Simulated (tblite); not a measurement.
A geometry optimisation, step by step.

Compound: C4H14BGeN.
Numbering: `[BH2:1][N:2]([CH3:3])[GeH2:4][CH2:5][CH2:6][CH3:7]` (hydrogens: H8, H9 on B1; H10, H11, H12 on C3; H13, H14 on Ge4; H15, H16 on C5; H17, H18 on C6; H19, H20, H21 on C7)

Computed with GFN2-xTB (tblite), gas phase: L-BFGS steps from a force-field or distance-geometry start until the largest atomic force falls under 0.01 eV/Å. 5 of its 136 geometries are shown.

Step 0: E = -591.4862 eV, largest atomic force 2.599 eV/Å
```
atom  x, y, z in Å  |  force x, y, z in eV/Å
B1     -2.244    1.196   -0.285    2.539   0.167   0.529
N2     -2.004   -0.135    0.315    0.872   0.634  -0.062
C3     -3.010   -1.124    0.213   -2.340  -0.221  -0.044
Ge4    -0.265   -0.727    0.213    0.449  -0.162   0.393
C5      0.864    0.838    0.553   -1.375   1.417  -0.217
C6      2.086    0.830   -0.312    1.242   0.949   0.571
C7      2.898   -0.410   -0.001    1.222  -0.408   0.639
H8     -2.023    2.139    0.444   -0.877  -0.443  -0.288
H9     -1.787    1.369   -1.380   -1.137  -0.075  -0.027
H10    -3.712   -0.978    1.097    0.490  -0.570  -0.706
H11    -2.653   -2.175    0.171   -0.137   0.696   0.127
H12    -3.647   -0.905   -0.691    0.344  -0.596   0.453
H13     0.092   -1.774    1.340   -0.565   0.185  -0.580
H14     0.137   -1.318   -1.171   -0.271  -0.063   0.280
H15     0.253    1.750    0.277    0.489  -0.777   0.364
H16     1.083    0.946    1.626    0.164  -0.113  -0.430
H17     2.714    1.729   -0.042   -0.479  -0.629  -0.334
H18     1.853    0.919   -1.384   -0.037  -0.224   0.400
H19     3.968   -0.190   -0.260   -0.926  -0.695   0.014
H20     2.888   -0.666    1.103   -0.075   0.502  -1.144
H21     2.498   -1.297   -0.518    0.409   0.427   0.063
```

Step 34: E = -593.4219 eV, largest atomic force 0.226 eV/Å
```
atom  x, y, z in Å  |  force x, y, z in eV/Å
B1     -2.438    1.252   -0.211   -0.056   0.008   0.021
N2     -2.038   -0.050    0.057   -0.058  -0.007  -0.069
C3     -3.017   -1.130   -0.002    0.011  -0.057   0.022
Ge4    -0.273   -0.630    0.250   -0.036  -0.221  -0.030
C5      0.993    0.852    0.593   -0.081   0.020  -0.026
C6      2.291    0.820   -0.205    0.033  -0.003   0.022
C7      3.150   -0.408    0.064    0.010  -0.056  -0.010
H8     -1.637    2.104   -0.196    0.030   0.093   0.015
H9     -3.560    1.500   -0.464    0.055  -0.083   0.052
H10    -3.784   -1.000    0.766    0.018   0.042  -0.108
H11    -2.531   -2.093    0.170    0.039  -0.031   0.009
H12    -3.495   -1.167   -0.986   -0.014   0.035   0.127
H13    -0.276   -1.681    1.360   -0.101   0.075  -0.055
H14    -0.042   -1.421   -1.029    0.089   0.013   0.007
H15     0.453    1.760    0.331    0.000   0.128   0.037
H16     1.183    0.896    1.668    0.114  -0.039  -0.049
H17     2.866    1.719    0.035    0.022   0.020  -0.012
H18     2.042    0.859   -1.270    0.068  -0.025   0.041
H19     4.096   -0.332   -0.466    0.001   0.020  -0.020
H20     3.367   -0.527    1.124   -0.068   0.098   0.007
H21     2.642   -1.308   -0.280   -0.078  -0.030   0.020
```

Step 68: E = -593.4603 eV, largest atomic force 0.068 eV/Å
```
atom  x, y, z in Å  |  force x, y, z in eV/Å
B1     -2.470    1.257   -0.166   -0.006   0.029  -0.023
N2     -2.024   -0.046    0.005   -0.034   0.004   0.014
C3     -2.987   -1.140   -0.022   -0.022  -0.016   0.006
Ge4    -0.260   -0.602    0.175    0.042  -0.050   0.018
C5      1.002    0.877    0.576    0.032  -0.005  -0.005
C6      2.290    0.812   -0.237    0.007  -0.011   0.000
C7      3.115   -0.417    0.119    0.001   0.004  -0.015
H8     -1.695    2.136   -0.176   -0.011   0.002   0.018
H9     -3.618    1.462   -0.312    0.020   0.011   0.017
H10    -3.766   -0.978    0.722   -0.049   0.004   0.012
H11    -2.495   -2.090    0.199    0.020  -0.017  -0.010
H12    -3.456   -1.214   -1.004   -0.010  -0.024  -0.014
H13    -0.308   -1.681    1.249   -0.011   0.031  -0.006
H14     0.057   -1.347   -1.113    0.007   0.017  -0.024
H15     0.488    1.820    0.388    0.008  -0.009  -0.018
H16     1.241    0.847    1.641   -0.008   0.017  -0.001
H17     2.881    1.714   -0.053   -0.006  -0.011   0.000
H18     2.045    0.787   -1.303    0.013   0.004   0.024
H19     4.026   -0.455   -0.474    0.018   0.005   0.002
H20     3.387   -0.404    1.172   -0.007   0.007  -0.015
H21     2.538   -1.322   -0.076   -0.002   0.005   0.020
```

Step 101: E = -593.4833 eV, largest atomic force 0.105 eV/Å
```
atom  x, y, z in Å  |  force x, y, z in eV/Å
B1     -2.553    1.263    0.092   -0.023  -0.090   0.002
N2     -2.063   -0.034    0.051   -0.044  -0.058  -0.006
C3     -2.990   -1.153   -0.064    0.047  -0.017  -0.041
Ge4    -0.277   -0.564    0.014    0.009  -0.039  -0.001
C5      1.000    0.905    0.391    0.066   0.050   0.016
C6      2.363    0.762   -0.281    0.001  -0.038  -0.013
C7      3.149   -0.429    0.252   -0.025   0.006  -0.014
H8     -1.801    2.156    0.127    0.026   0.084   0.025
H9     -3.716    1.426    0.091    0.021   0.093   0.006
H10    -3.936   -0.915    0.425    0.087  -0.048  -0.034
H11    -2.560   -2.052    0.392   -0.073   0.056  -0.005
H12    -3.191   -1.371   -1.119    0.007  -0.029   0.063
H13    -0.224   -1.679    1.043   -0.006  -0.053   0.005
H14    -0.061   -1.237   -1.336    0.006   0.033   0.033
H15     0.531    1.834    0.071    0.001   0.054  -0.034
H16     1.136    0.975    1.471   -0.033  -0.006   0.044
H17     2.942    1.676   -0.117   -0.032  -0.017  -0.046
H18     2.214    0.644   -1.358    0.047   0.013   0.014
H19     4.065   -0.577   -0.316   -0.028   0.016  -0.017
H20     3.421   -0.282    1.295   -0.055   0.029   0.028
H21     2.542   -1.331    0.181    0.002  -0.039  -0.027
```

Step 135: E = -593.5216 eV, largest atomic force 0.009 eV/Å
```
atom  x, y, z in Å  |  force x, y, z in eV/Å
B1     -2.518    1.224    0.403   -0.001   0.005  -0.002
N2     -2.053   -0.045    0.095   -0.001  -0.002  -0.005
C3     -2.961   -1.162   -0.106   -0.003   0.000  -0.006
Ge4    -0.271   -0.547   -0.101    0.003   0.002  -0.001
C5      0.979    0.967    0.167    0.001   0.004   0.002
C6      2.391    0.723   -0.353   -0.002   0.003   0.000
C7      3.075   -0.431    0.365    0.000  -0.001  -0.002
H8     -1.744    2.090    0.563    0.000   0.001   0.002
H9     -3.672    1.420    0.500    0.004  -0.005   0.003
H10    -3.993   -0.837    0.008   -0.001  -0.003   0.005
H11    -2.757   -1.955    0.621   -0.005  -0.001  -0.007
H12    -2.833   -1.586   -1.107    0.007   0.000   0.004
H13    -0.102   -1.708    0.865    0.001   0.004   0.000
H14    -0.171   -1.155   -1.491   -0.004  -0.005   0.003
H15     0.551    1.835   -0.338   -0.003  -0.003   0.000
H16     1.011    1.202    1.232    0.004   0.007  -0.001
H17     2.981    1.635   -0.220    0.003  -0.001   0.002
H18     2.353    0.508   -1.424   -0.001   0.003   0.002
H19     4.098   -0.551    0.014   -0.005  -0.006  -0.002
H20     3.096   -0.253    1.438   -0.001  -0.001  -0.001
H21     2.532   -1.357    0.179    0.005  -0.002   0.004
```

Q: Summarise the path.

A: The energy falls by 2.0354 eV from step 0 to step 135; nine tenths of that is first reached at step 28. It never rises by more than 0.2 meV. The largest force goes from 2.599 to 0.009 eV/Å. Among the bonds B1–N2 changes most, from 1.480 to 1.386 Å; the atoms move by 0.817 Å rms after alignment.

Q: Follow the three bonds and two angles with the largest change from start to end.

A: 
| step | E above end (eV) | largest force (eV/Å) | B1–N2 (Å) | Ge4–H13 (Å) | C3–H10 (Å) | B1–N2–Ge4 (°) | H8–B1–H9 (°) |
| --- | --- | --- | --- | --- | --- | --- | --- |
| 0 | 2.0354 | 2.599 | 1.480 | 1.579 | 1.138 | 114.9 | 111.6 |
| 6 | 1.2752 | 0.282 | 1.456 | 1.512 | 1.100 | 107.5 | 118.1 |
| 12 | 1.1093 | 0.500 | 1.444 | 1.535 | 1.089 | 113.6 | 121.9 |
| 18 | 0.7216 | 0.619 | 1.410 | 1.513 | 1.102 | 121.9 | 122.9 |
| 23 | 0.3941 | 0.731 | 1.400 | 1.520 | 1.098 | 125.3 | 124.4 |
| 29 | 0.1694 | 0.581 | 1.386 | 1.525 | 1.086 | 126.8 | 121.9 |
| 35 | 0.0948 | 0.121 | 1.389 | 1.523 | 1.091 | 125.8 | 120.1 |
| 41 | 0.0770 | 0.149 | 1.389 | 1.528 | 1.093 | 125.8 | 120.6 |
| 47 | 0.0698 | 0.063 | 1.388 | 1.518 | 1.091 | 126.6 | 121.1 |
| 53 | 0.0680 | 0.045 | 1.389 | 1.520 | 1.091 | 126.4 | 120.4 |
| 59 | 0.0656 | 0.061 | 1.389 | 1.526 | 1.090 | 127.0 | 120.7 |
| 65 | 0.0626 | 0.039 | 1.389 | 1.520 | 1.091 | 126.9 | 120.7 |
| 70 | 0.0603 | 0.054 | 1.389 | 1.522 | 1.089 | 126.5 | 121.1 |
| 76 | 0.0586 | 0.036 | 1.388 | 1.523 | 1.090 | 126.1 | 120.8 |
| 82 | 0.0572 | 0.039 | 1.389 | 1.521 | 1.091 | 126.1 | 120.9 |
| 88 | 0.0549 | 0.057 | 1.389 | 1.521 | 1.090 | 125.8 | 120.4 |
| 94 | 0.0507 | 0.072 | 1.389 | 1.523 | 1.089 | 126.3 | 120.8 |
| 100 | 0.0406 | 0.118 | 1.386 | 1.516 | 1.091 | 127.0 | 122.0 |
| 106 | 0.0274 | 0.104 | 1.387 | 1.519 | 1.089 | 127.3 | 120.0 |
| 112 | 0.0167 | 0.111 | 1.388 | 1.525 | 1.085 | 127.8 | 119.9 |
| 117 | 0.0051 | 0.070 | 1.386 | 1.519 | 1.089 | 127.0 | 120.6 |
| 123 | 0.0013 | 0.026 | 1.386 | 1.518 | 1.088 | 126.6 | 120.8 |
| 129 | 0.0004 | 0.020 | 1.386 | 1.520 | 1.088 | 126.4 | 121.0 |
| 135 | 0.0000 | 0.009 | 1.386 | 1.520 | 1.088 | 126.3 | 120.9 |

The cost below is that of the whole relaxation. On one thread, Intel Xeon at 2.70 GHz (x86_64), no GPU, shared host with 64 logical CPUs at a one-minute load of 63, this took 1.5 s.
